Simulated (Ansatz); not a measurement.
The molecule YN, multiplicity 3 (an upper state: multiplicity 1 came lower at CCSD(T)/def2-TZVPP on PBE0 minima). No spin–orbit coupling.

Seven points along R, fitted to fifth degree in 1/R; most abundant isotopes. Runs in def2 and cc sets follow the lowest solution found near the PBE0 minimum.

Programs: Ansatz (a first-principles code).  In def2 rows elements past Kr take small-core potentials, without spin–orbit coupling.

| level | r_e (Å) | ω_e (cm⁻¹) | ω_e x_e (cm⁻¹) | dipole (D) |
|---|---|---|---|---|
| PBE/def2-TZVPP | 1.846 | 818 | 2.8 | 3.96 |
| PBE0/def2-TZVPP | 1.830 | ? | 2.6 | 4.07 |
| wB97X-V/def2-TZVPP | ? | ? | 2.5 | 4.21 |

**Question.** Complete the blanks.

**Answer.** 
- wB97X-V/def2-TZVPP, r_e (Å): 1.833
- wB97X-V/def2-TZVPP, ω_e (cm⁻¹): 860
- PBE0/def2-TZVPP, ω_e (cm⁻¹): 854
